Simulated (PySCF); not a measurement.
PySCF job for GeH₂ClBr, SMILES [Cl][GeH2][Br], PBE0/pcSseg-1. Coordinates come from a r2SCAN-D4/def2-SVP optimisation.

```python
import numpy as np
from pyscf import gto, scf, dft
from pyscf.prop.nmr import rks as nmr

mol = gto.M(
    atom='''
    Ge    0.68602424    0.54615527    0.00000000
    Cl   -0.85844085    2.05021644   -0.00000000
    Br   -0.29529592   -1.53484902    0.00000000
    H     1.48803801    0.69453375    1.29248800
    H     1.48803802    0.69453374   -1.29248801
    ''',
    basis='pcSseg-1',
    charge=0,
    spin=0,
    max_memory=1600,
    verbose=3,
)
mf = dft.RKS(mol, xc='pbe0')
mf.grids.level = 3
mf.conv_tol = 1e-10
mf.max_cycle = 100
mf.kernel()
n = nmr.NMR(mf)
n.verbose = 2
n.max_cycle_cphf = 60
sigma = n.kernel()
print('atom   isotropic/ppm   span/ppm')
for i, s in enumerate(sigma):
    w = np.linalg.eigvalsh((s + s.T) / 2)
    print(f'{mol.atom_symbol(i):2s}{i + 1:3d} {w.mean():14.3f} {w[2] - w[0]:11.3f}')
```

Log of the run:

```
converged SCF energy = -5111.41399927687
atom   isotropic/ppm   span/ppm
Ge  1       1274.953     261.576
Cl  2        903.270     274.954
Br  3       2531.996     722.880
H   4         24.989      19.531
H   5         24.989      19.531
```

The run converged.
